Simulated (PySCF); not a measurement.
C₅H₁₀Si, SMILES C=C[SiH2]/C=C/C.

Geometry: B3LYP-D3(BJ)/def2-SVP. The structure was generated by enumeration; whether it is a known compound was not checked. The values are those of a single conformer.

Method: TDA-B3LYP/def2-SVPD run with PySCF.

Vertical excitations. 

Computed UV-visible absorptions:
| state | energy (eV) | λ (nm) | f | main pairs |
|---|---|---|---|---|
| S1 | 5.81 | 214 | 0.062 | HOMO→LUMO 74 %, HOMO→LUMO+1 17 % |
| S2 | 6.27 | 198 | 0.050 | HOMO−1→LUMO 48 %, HOMO−1→LUMO+1 34 %, HOMO→LUMO+1 8 % |
| S3 | 6.68 | 185 | 0.003 | HOMO−2→LUMO 76 % |
| S4 | 6.89 | 180 | 0.075 | HOMO→LUMO+2 49 %, HOMO→LUMO+1 16 %, HOMO−3→LUMO 11 % |
| S5 | 6.97 | 178 | 0.014 | HOMO→LUMO+2 37 %, HOMO−3→LUMO 36 %, HOMO→LUMO+1 8 % |
| S6 | 7.09 | 175 | 0.665 | HOMO→LUMO+1 23 %, HOMO−1→LUMO+1 21 %, HOMO→LUMO 11 %, HOMO−2→LUMO+1 11 % |
| T1 | 4.18 | 296 | 0 | HOMO→LUMO 53 %, HOMO→LUMO+1 29 %, HOMO−1→LUMO+1 8 % |
| T2 | 4.25 | 292 | 0 | HOMO−1→LUMO 64 %, HOMO→LUMO+1 17 %, HOMO−1→LUMO+1 11 % |
Triplets are in the Tamm–Dancoff approximation.
